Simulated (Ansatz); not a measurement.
**Question.** Name a neutral molecule of C, F, N, Sn and H with size of the dipole moment (ωB97M-V/def2-TZVPP) between 4.75 and 5.05 D and HOMO–LUMO gap (PBE/def2-TZVPP) between 5.85 and 6.15 eV (Ansatz, PBE0-D4/def2-TZVP geometry).

**Answer.** `[CH3][Sn]([F])([F])[C]#N` (5.02 D, 6.03 eV). Other molecules can fit too; these were computed, each in one conformer that needn't be the lowest.
